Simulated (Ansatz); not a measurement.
Reactions of `[SiH3][SiH2][GeH2][SiH2][GeH3]`.

Isolated molecules relaxed with PBE0-D4/def2-TZVP in Ansatz; ΔE leaves out vibrations. CCSD(T)/CBS adds triple-zeta CCSD(T) − MP2 to the extrapolated MP2 energy (def2 sets, frozen cores). Functionals use def2-TZVPP. For Br, Ge outer-core shells are correlated without core-valence functions, which leaves a few kJ/mol of doubt a bond. Scalar relativity is left out up to krypton. Each species was taken in one conformer, which may not be the lowest.

```tsv
reaction	B2PLYP (kJ/mol)	CCSD(T)/CBS(def2) (kJ/mol)
`[SiH3][SiH2][GeH2][SiH2][GeH3]` + `[GeH3][SiH2][SiH2][SiH2][GeH2][GeH3]` → `[GeH3][SiH2][GeH2][SiH2][GeH2][GeH3]` + `[SiH3][SiH2][SiH2][SiH2][GeH3]`	0	0
`[SiH3][SiH2][GeH2][SiH2][GeH3]` + `[SiH3][SiH2]S` → `[SiH3][SiH2][GeH2][SiH2][SiH3]` + `S[SiH2][GeH3]`	-1	0
`[SiH3][SiH2][GeH2][SiH2][GeH3]` + `N[SiH2]F` → `F[SiH2]N[SiH2][SiH3]` + `[GeH3][SiH2][GeH3]`	-21	-13
`[SiH3][SiH2][GeH2][SiH2][GeH3]` + HBr → `[GeH3][SiH2][GeH3]` + `[SiH3][SiH2]Br`	-67	-58
`[SiH3][SiH2][GeH2][SiH2][GeH3]` + GeH₄ → `[GeH3][SiH2][GeH2][GeH3]` + `[SiH3][SiH3]`	-12	-6
`[SiH3][SiH2][GeH2][SiH2][GeH3]` + `N=C=CO` → `N=C=C[SiH2][GeH3]` + `[OH][GeH2][SiH2][SiH3]`	-128	-117
```

Largest T1 diagnostic: 0.014, for `N=C=CO`.
